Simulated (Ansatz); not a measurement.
Ansatz (a program for electronic structure) input for MoFH5, SMILES [F][MoH5], multiplicity 1, CAM-B3LYP/def2-TZVPD. Geometry: B3LYP-D3(BJ)/def2-TZVP. A frequency run showed that this geometry is not a minimum. The multiplicity is an assumed one; other spin states were not compared. The def2 effective core potentials stand for the cores of Mo; spin–orbit coupling is left out.

Ansatz 0.2 input:
```yaml
crystal:
  periodic: [false, false, false]
  atoms:
    - {symbol: Mo, position_ang: [-0.00000000, 0.00000000, 0.21825272]}
    - {symbol: F, position_ang: [0.00000000, -0.00000000, -1.72793151]}
    - {symbol: H, position_ang: [0.98642616, 0.98642616, 1.12430702]}
    - {symbol: H, position_ang: [-0.00000000, 0.00000000, 1.88754131]}
    - {symbol: H, position_ang: [-0.98642615, -0.98642616, 1.12430702]}
    - {symbol: H, position_ang: [-0.98642617, 0.98642616, 1.12430702]}
    - {symbol: H, position_ang: [0.98642617, -0.98642616, 1.12430703]}
basis:
  gaussian:
    orbitals: def2-TZVPD
hamiltonian:
  xc: {name: CAM-B3LYP}
```

Output:

```
WARN ansatz: RAYON_NUM_THREADS=1 ignored (pool sized by the plan → 1); use --threads N
Functional definition: CAM-B3LYP
integrals: 0.04 GiB planned
823 factors; their error is unknown
integrals: 0.08 GiB planned
351 factors; integrals over basis functions are off by at most 2.4e-5 eV
mean field: 0.48 GiB planned
mean field evaluation 1: about -4648.4368 eV, gradient 4.1e1 eV
mean field evaluation 2: about -4643.5065 eV, gradient 7.4e1 eV
mean field evaluation 4: about -4651.2417 eV, gradient 1.6e0 eV
mean field evaluation 8: about -4651.2441 eV, gradient 2.5e-1 eV
mean field evaluation 16: about -4651.2984 eV, gradient 6.3e-5 eV
mean field -4651.29844656 eV, -170.9320651478 hartree, gradient 6.3e-5 eV, S^2 0.000000; 0 other end points of the search recorded, 0 dependent functions left out
reference -4651.29857610 eV, -170.9320699082 hartree; 14, 14 occupied and 111, 111 virtual orbitals, 823 factors
Total energy: -4651.29857610 eV, -170.9320699082 hartree
```

The calculation finished and met its thresholds.

Cost: about 2.5 core-seconds (a rough figure).
